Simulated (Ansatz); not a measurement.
`BS[C]1=[CH][AlH]1` and `[SnH3][C]1=[CH][AlH]1` differ in one atom or group.

Ansatz, PBE0-D4/def2-TZVP geometries, multiplicity 1. Each molecule was computed in one conformer, which needn't be the lowest.

Elements past krypton have def2 core potentials.

| property | `BS[C]1=[CH][AlH]1` |
| --- | --- |
| HOMO–LUMO gap (PBE/def2-TZVPP) / eV | 3.37 |
| HOMO energy (B3LYP/def2-TZVPP) / eV | -6.61 |
| LUMO energy (PBE0/def2-TZVPP) / eV | -1.45 |
| size of the dipole moment (B3LYP/def2-TZVPP) / D | 2.24 |
| HOMO energy (ωB97M-V/def2-TZVPP) / eV | -8.90 |
| HOMO energy (PBE/def2-TZVPP) / eV | -5.72 |

**Question.** Give the same properties after the change, and the shifts. (Best estimate.)

**Answer.** Computed: 
| property | `[SnH3][C]1=[CH][AlH]1` | shift |
| --- | --- | --- |
| HOMO–LUMO gap (PBE/def2-TZVPP) / eV | 3.36 | -0.01 |
| HOMO energy (B3LYP/def2-TZVPP) / eV | -5.90 | 0.71 |
| LUMO energy (PBE0/def2-TZVPP) / eV | -0.93 | 0.52 |
| size of the dipole moment (B3LYP/def2-TZVPP) / D | 1.65 | -0.59 |
| HOMO energy (ωB97M-V/def2-TZVPP) / eV | -8.10 | 0.80 |
| HOMO energy (PBE/def2-TZVPP) / eV | -5.08 | 0.64 |

With PBE0 the HOMO rises by 0.73 eV and the LUMO rises by 0.52 eV, so the gap narrows by about 0.21 eV. PBE moves the HOMO by 0.64 eV and ωB97M-V by 0.80 eV. Dipoles are sizes alone; their direction can turn.

B3LYP here is the variant with VWN-RPA as its local correlation; programs differ in this.
